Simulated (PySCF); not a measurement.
# CBr₂⁺ at several levels of theory

All levels use the PBE0 minimum (doublet; C–Br 1.741 Å (×2); Br–C–Br 137.2°), basis [C def2-TZVP, Br def2-TZVP], no relativity, density fitting, no spin–orbit coupling, PySCF. For vertical energies the ionised species is a singlet (spins chosen at PBE0 and kept) and the electron-attached one a triplet. Open shells are unrestricted, also as the reference of the correlated levels. Dipoles are about the centre of mass. A dash marks a value that was not computed or is not defined at that level.

```json
{"level": "PBE0", "vertical IP (eV)": "16.00", "vertical EA (eV)": "7.98", "−ε(HOMO) (eV)": "13.67", "dipole (D)": "0.23"}
{"level": "HF", "vertical IP (eV)": "16.33", "vertical EA (eV)": "8.08", "−ε(HOMO) (eV)": "17.24", "dipole (D)": "0.17"}
{"level": "MP2", "vertical IP (eV)": "15.44", "vertical EA (eV)": "7.79", "−ε(HOMO) (eV)": "–", "dipole (D)": "–"}
{"level": "PBE", "vertical IP (eV)": "15.58", "vertical EA (eV)": "7.64", "−ε(HOMO) (eV)": "12.18", "dipole (D)": "0.34"}
{"level": "CCSD(T)", "vertical IP (eV)": "15.67", "vertical EA (eV)": "–", "−ε(HOMO) (eV)": "–", "dipole (D)": "–"}
{"level": "r2SCAN", "vertical IP (eV)": "15.92", "vertical EA (eV)": "7.95", "−ε(HOMO) (eV)": "12.68", "dipole (D)": "0.22"}
{"level": "B3LYP", "vertical IP (eV)": "15.91", "vertical EA (eV)": "7.87", "−ε(HOMO) (eV)": "13.35", "dipole (D)": "0.26"}
{"level": "TPSSh", "vertical IP (eV)": "15.87", "vertical EA (eV)": "7.86", "−ε(HOMO) (eV)": "12.99", "dipole (D)": "0.24"}
{"level": "LC-wPBE", "vertical IP (eV)": "16.39", "vertical EA (eV)": "8.33", "−ε(HOMO) (eV)": "16.46", "dipole (D)": "0.15"}
{"level": "B97-3", "vertical IP (eV)": "15.89", "vertical EA (eV)": "7.86", "−ε(HOMO) (eV)": "13.63", "dipole (D)": "0.25"}
```

For CBr₂⁺ itself CCSD(T) correlates 37 electrons; T1 = 0.019, D1 = 0.097, (T) = -82 kJ/mol.

(1) Which levels differ least and most from CCSD(T) in the vertical IP?

Answers

(1) Least: PBE (-0.09 eV); most: LC-wPBE (+0.72 eV).
